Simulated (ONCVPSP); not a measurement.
# Cu: excitation energies, all-electron against ONCV

| Item | Value |
| --- | --- |
| Element | Cu |
| Generator | ONCVPSP 4.0.1 |
| Type | optimised norm-conserving Vanderbilt (ONCV) |
| Functional | PBE |
| Relativity | scalar-relativistic |
| Frozen core | [Ne] |
| Valence charge | 19 |
| Reference configuration | 3s2 3p6 3d10 (charge +1) |
| Partial waves | 3s: rc 1.15 bohr, ncon 4, nbas 7, qcut 13.8 1/bohr, 2 projectors, debl 2.9 Ha; 3p: rc 0.75 bohr, ncon 3, nbas 6, qcut 11.7 1/bohr, 2 projectors, debl 0.4 Ha; 3d: rc 0.90 bohr, ncon 4, nbas 8, qcut 15.6 1/bohr, 1 projector |
| Local potential | polynomial inside 0.60 bohr (lpopt 5, dvloc0 0 Ha) |
| Core correction | Teter function, fcfact 3.75, rcfact 1.8 |

In the s channel the program set the typed energies aside and used -4.532, 0.250 Ha. In the p channel the program set the typed energies aside and used -2.969, 0.250 Ha.

Energies are relative to the spin-unpolarised reference configuration 3s2 3p6 3d10; without spin polarisation the order of configurations can differ from experiment.

```
valence configuration  charge  ΔE all-electron (eV)  error AE − PS (meV)
     3s2 3p6 3d10 4s1       0                -8.150                 -0.2
          3s2 3p6 3d9      +2                21.333                 -2.2
          3s2 3p6 3d8      +3                60.352                 -6.4
```

(1) What are ΔE and the potential's error for 3s2 3p6 3d7?

Answers

(1) ΔE = 120.061 eV all-electron; the error (AE − PS) is +1.0 meV.
